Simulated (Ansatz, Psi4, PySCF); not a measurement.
isobutene (C₄H₈), singlet, at a GFN2-xTB geometry. Base run: MP2/6-31G** in PySCF.

The PySCF input:
```python
from pyscf import gto, scf, mp

mol = gto.Mole()
mol.atom = '''
    C    -0.00358310   -0.00726810    1.44953113
    C    -0.00031404   -0.00063701    0.12704302
    H    -0.00279626    0.90390212    2.02374365
    H    -0.00718605   -0.92415062    2.01456675
    C     0.00471228    1.26727735   -0.67219236
    H     0.00522655    2.14004904   -0.02485143
    H     0.88583506    1.30548006   -1.31233657
    H    -0.87305594    1.30972549   -1.31666310
    C    -0.00135772   -1.26047284   -0.68488177
    H    -0.00505058   -2.13969210   -0.04633590
    H    -0.87930414   -1.29223249   -1.32972503
    H     0.87958687   -1.29647792   -1.32539850
'''
mol.basis = '6-31g**'
mol.verbose = 4
mol.build()

mf = scf.RHF(mol)
mf.kernel()

pt = mp.MP2(mf)
pt.kernel()
print('E(MP2) = %.10f' % pt.e_tot)
```

The same geometry, method and basis name were run in Ansatz (a quantum-chemistry and plane-wave program) and Psi4 and PySCF, at each program's defaults and at the settings that a row names. The base is PySCF at its defaults. Differences at the defaults can come from grids, fitting, cores and function types together.

```csv
code and settings,ΔE vs base (mEh),basis functions,E (Eh),SCF cycles
"PySCF, defaults (exact integrals, spherical functions, all electrons correlated)",0.000,96,-156.69708,10
"Psi4, defaults (density fitting with its default set, Cartesian functions, all electrons correlated)",…,100,…,11
"Ansatz, defaults (factorised integrals, Cartesian functions, frozen core)",5.681,100,-156.69140,-
"PySCF, frozen core",11.280,96,-156.68580,10
"Psi4, exact integrals, spherical functions, frozen core",11.280,96,-156.68580,11
"Ansatz, high accuracy, frozen core, Cartesian functions as the basis file defines them",5.675,100,-156.69140,-
```

**Question.** Some entries are withheld; supply them.

**Answer.** 
- Psi4, defaults (density fitting with its default set, Cartesian functions, all electrons correlated), ΔE vs base (mEh): -14.305
- Psi4, defaults (density fitting with its default set, Cartesian functions, all electrons correlated), E (Eh): -156.71138
